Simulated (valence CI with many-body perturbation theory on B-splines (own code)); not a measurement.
## Energy levels of La²⁴⁺

Computed by valence CI with perturbative core correlation (CI+MBPT): five valence electrons over a frozen Dirac-Fock core [Ar] 3d10, radial functions for each j: 11 s, 11 p, 10 d, 8 f, 5 g, 2 h, with the one-electron correlation potential Σ1, the two-electron term Σ2, the three-electron term Σ3, Breit, model QED; selected CI, second order for the rest, scaled by the run's own slope (own B-spline code, finite nucleus).

No measured spectrum was set against this ion. As an estimate, levels hold to about 250 cm⁻¹ or 0.2 % of their energy and the worst to 1 %, as in measured heavy ions of charge 2 to 7; those with d or f electrons hold less well. Among the levels kept, up to 2200 cm⁻¹ of a level comes from second order outside the variational space, and about a tenth of that is noise between levels of different J, which matters for small intervals.

Levels 91 to 135 of 167, with energies above the lowest level, (4s^2 4p1/2^2 4p3/2) J=3/2. "Leading %" is the weight of the configuration and term that name the level; weights of strongly mixed levels are sums over their largest components and can fall short, so below about 35 % the name and the second component can differ from the true leading terms, or belong to a minority configuration. In the jj column 3d3/2^4 stands for four electrons in 3d with j = 3/2. Lifetimes count E1, E2, E3, M1 and M2 decay at the calculated energies, and are blank where another channel may lead or the interval is too uncertain; long ones can be off by a factor of two.

```csv
No.,Configuration,Term,J,E (cm⁻¹),Leading %,Leading jj,Lifetime,Second component
91,4s4p³4d,⁴D°,5/2,1707900,17,4s 4p1/2 4p3/2^2 4d5/2 (35 %),4.00 ps,17 % 4s4p³4d ²F°
92,4s4p³4d,⁴D°,3/2,1712900,31,4s 4p1/2 4p3/2^2 4d3/2 (48 %),2.41 ps,17 % 4s4p³4d ²D°
93,4s4p³4d,²F°,5/2,1715200,53,4s 4p1/2 4p3/2^2 4d5/2 (76 %),13.4 ps,13 % 4s4p³4d ²D°
94,4s4p³4d,⁴D°,1/2,1722800,44,4s 4p1/2 4p3/2^2 4d3/2 (68 %),2.24 ps,25 % 4s4p³4d ²P°
95,4s4p³4d,²D°,3/2,1726600,36,4s 4p1/2 4p3/2^2 4d5/2 (40 %),3.87 ps,22 % 4s4p³4d ²P°
96,4s4p³4d,⁴D°,7/2,1731200,18,4s^2 4p1/2^2 4f7/2 (44 %),5.74 ps,16 % 4s²4p²4f ⁴G°
97,4s4p³4d,²D°,5/2,1733800,21,4s 4p1/2 4p3/2^2 4d5/2 (24 %),2.50 ps,10 % 4s²4p4d² ⁴G°
98,4s4p³4d,²P°,1/2,1740800,30,4s 4p1/2 4p3/2^2 4d5/2 (36 %),3.45 ps,30 % 4s4p³4d ⁴D°
99,4s4p³4d,⁴P°,1/2,1750900,27,4s 4p1/2 4p3/2^2 4d5/2 (35 %),2.52 ps,16 % 4s4p³4d ²S°
100,4s4p³4d,²D°,3/2,1753300,38,4s 4p1/2 4p3/2^2 4d5/2 (56 %),4.13 ps,10 % 4s4p³4d ⁴D°
101,4s4p³4d,²F°,5/2,1766700,32,4s 4p1/2 4p3/2^2 4d5/2 (43 %),4.09 ps,12 % 4s4p³4d ⁴D°
102,4s²4p4d²,⁴G°,7/2,1767500,50,4s^2 4p1/2 4d3/2 4d5/2 (57 %),8.29 ps,5 % 4s4p³4d ²G°
103,4s²4p4d²,⁴G°,5/2,1772600,27,4s^2 4p1/2^2 4f5/2 (20 %),2.50 ps,10 % 4s4p³4d ²F°
104,4s4p³4d,⁴F°,9/2,1775200,28,4s 4p3/2^3 4d5/2 (45 %),25.1 ps,16 % 4s²4p4d² ²H°
105,4s4p³4d,²P°,3/2,1777500,16,4s^2 4p1/2 4d3/2 4d5/2 (38 %),2.64 ps,15 % 4s4p³4d ²D°
106,4s²4p²4f,⁴G°,5/2,1788500,10,4s^2 4p1/2 4d3/2 4d5/2 (30 %),4.08 ps,10 % 4s4p³4d ⁴D°
107,4s4p³4d,⁴P°,1/2,1791700,18,4s^2 4p1/2 4d3/2^2 (45 %),2.71 ps,18 % 4s²4p4d² ²S°
108,4s²4p4d²,⁴D°,3/2,1804900,18,4s^2 4p1/2 4d3/2 4d5/2 (31 %),3.17 ps,18 % 4s4p³4d ²D°
109,4s4p³4d,²G°,9/2,1808400,32,4s 4p3/2^3 4d5/2 (32 %),10.9 ps,21 % 4s²4p4d² ²H°
110,4s²4p4d²,⁴D°,1/2,1810100,51,4s^2 4p1/2 4d3/2 4d5/2 (59 %),3.41 ps,15 % 4s²4p4d² ⁴P°
111,4s4p³4d,²D°,5/2,1810100,33,4s 4p3/2^3 4d5/2 (52 %),7.46 ps,9 % 4s²4p4d² ²F°
112,4s4p³4d,²P°,3/2,1814100,21,4s^2 4p1/2 4d3/2^2 (35 %),2.05 ps,20 % 4s²4p4d² ⁴F°
113,4s²4p4d²,⁴G°,9/2,1822500,42,4s^2 4p1/2 4d5/2^2 (54 %),20.2 ps,15 % 4s²4p4d² ²H°
114,4s4p³4d,⁴D°,7/2,1823300,12,4s 4p3/2^3 4d5/2 (37 %),10.7 ps,11 % 4s²4p²4f ⁴D°
115,4s4p³4d,²F°,7/2,1836000,20,4s 4p3/2^3 4d5/2 (20 %),4.31 ps,14 % 4s²4p²4f ²F°
116,4s4p³4d,²D°,5/2,1838400,19,4s 4p3/2^3 4d3/2 (49 %),2.63 ps,9 % 4s4p³4d ⁴D°
117,4s4p³4d,²P°,3/2,1838900,17,4s^2 4p1/2 4d3/2^2 (28 %),1.93 ps,17 % 4s²4p4d² ⁴F°
118,4s²4p4d²,⁴P°,1/2,1845900,36,4s 4p1/2 4p3/2^2 4d3/2 (25 %),2.10 ps,33 % 4s4p³4d ²S°
119,4s4p³4d,²F°,7/2,1847300,38,4s 4p3/2^3 4d3/2 (36 %),2.85 ps,11 % 4s²4p4d² ²F°
120,4s²4p4d²,⁴F°,5/2,1849200,18,4s^2 4p1/2 4d3/2 4d5/2 (48 %),2.49 ps,16 % 4s²4p4d² ²F°
121,4s²4p4d²,⁴D°,3/2,1856500,29,4s^2 4p1/2 4d3/2 4d5/2 (20 %),3.04 ps,16 % 4s²4p4d² ²D°
122,4s²4p4d²,²F°,7/2,1864100,16,4s^2 4p1/2 4p3/2 4f5/2 (36 %),2.94 ps,14 % 4s²4p²4f ⁴G°
123,4s4p³4d,²P°,3/2,1867700,17,4s 4p3/2^3 4d5/2 (39 %),4.21 ps,8 % 4s²4p²4f ²D°
124,4s²4p4d²,⁴D°,5/2,1869200,24,4s^2 4p1/2 4d5/2^2 (30 %),3.21 ps,11 % 4s²4p4d² ⁴P°
125,4s²4p²4f,²H°,11/2,1869300,39,4s^2 4p1/2 4p3/2 4f7/2 (70 %),28.1 ps,33 % 4s²4p²4f ⁴G°
126,4s4p³4d,²F°,7/2,1873500,18,4s 4p3/2^3 4d5/2 (30 %),6.03 ps,10 % 4s²4p²4f ²G°
127,4s²4p²4f,²D°,5/2,1877100,17,4s^2 4p1/2 4p3/2 4f5/2 (29 %),2.67 ps,11 % 4s²4p4d² ⁴F°
128,4s²4p²4f,⁴G°,9/2,1879400,40,4s^2 4p1/2 4p3/2 4f7/2 (65 %),3.68 ps,23 % 4s²4p²4f ⁴F°
129,4s²4p4d²,⁴P°,3/2,1882000,45,4s^2 4p1/2 4d5/2^2 (36 %),2.65 ps,9 % 4s²4p4d² ⁴S°
130,4s²4p²4f,²G°,7/2,1887500,42,4s^2 4p1/2 4p3/2 4f5/2 (66 %),2.44 ps,28 % 4s²4p²4f ⁴G°
131,4s4p³4d,²P°,1/2,1888900,25,4s 4p3/2^3 4d3/2 (46 %),2.30 ps,17 % 4s4p³4d ⁴D°
132,4s²4p²4f,⁴F°,3/2,1893500,42,4s^2 4p1/2 4p3/2 4f5/2 (55 %),3.42 ps,9 % 4s²4p²4f ⁴D°
133,4s²4p²4f,⁴F°,5/2,1897000,21,4s^2 4p1/2 4p3/2 4f5/2 (32 %),4.05 ps,20 % 4s²4p²4f ²F°
134,4s²4p²4f,²G°,9/2,1899500,48,4s^2 4p1/2 4p3/2 4f7/2 (61 %),3.63 ps,29 % 4s²4p²4f ⁴F°
135,4s4p³4d,²D°,5/2,1909000,25,4s 4p3/2^3 4d5/2 (47 %),4.92 ps,10 % 4s²4p²4f ²F°
```

Where two levels of one J and parity lie close, their mixing, g and order are uncertain.
